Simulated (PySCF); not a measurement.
Spectrum to structure. Method used: PySCF 2.14.0, density-fitted response routines, TDDFT CAM-B3LYP/def2-SVPD, vertical, gas phase, core orbitals frozen in the response. Geometries: GFN2-xTB, one conformer each.

```tsv
state	λ (nm)	f
S1	202.2	0.0047
S2	192.1	0.012
S3	169.4	0.011
S4	167.7	0.0032
S5	165.9	0.013
S6	165.1	0.016
S7	162.7	0.021
S8	157.8	0.0086
```

Task: Which candidate is it?
A. `O=CN[C@@H]1C=C[SiH2]C1`
B. `[C@@]12(C[C@H]1CC=C2)CO`
C. `CN[SiH2]O[SiH2]O[SiH3]`

Result: C. Its S1 lies at 6.13 eV; the nearest of the others has S1 at 6.48 eV. S1 is HOMO→LUMO+1 (40%), HOMO→LUMO+2 (34%), HOMO→LUMO (16%). Löwdin shares by element: HOMO nitrogen 57%, carbon 12%, silicon 10% or more, hydrogen 6% or more (atoms not listed hold the other 16%); LUMO silicon 48%, oxygen 7% or more (atoms not listed hold the other 44%). At the same level the other candidates give, for their lowest levels:
- `O=CN[C@@H]1C=C[SiH2]C1`: 215 nm (f 0.004); 193 nm (f 0.149); 182 nm (f 0.003); 179 nm (f 0.068); 177 nm (f 0.065); T1 4.36 eV; HOMO -8.78, LUMO 0.59 eV
- `OC[C@@]12C=CC[C@@H]1C2`: 191 nm (f 0.145); 185 nm (f 0.020); 175 nm (f 0.006); 173 nm (f 0.022); 168 nm (f 0.006); T1 4.18 eV; HOMO -8.10, LUMO 1.25 eV

The values belong to the conformer `[CH3:1][NH:2][SiH2:3][O:4][SiH2:5][O:6][SiH3:7]`: C1–N2–Si3–O4 48°, N2–Si3–O4–Si5 -55°, Si3–O4–Si5–O6 -22°, O4–Si5–O6–Si7 -11°.
Triplets come from the Tamm–Dancoff approximation.
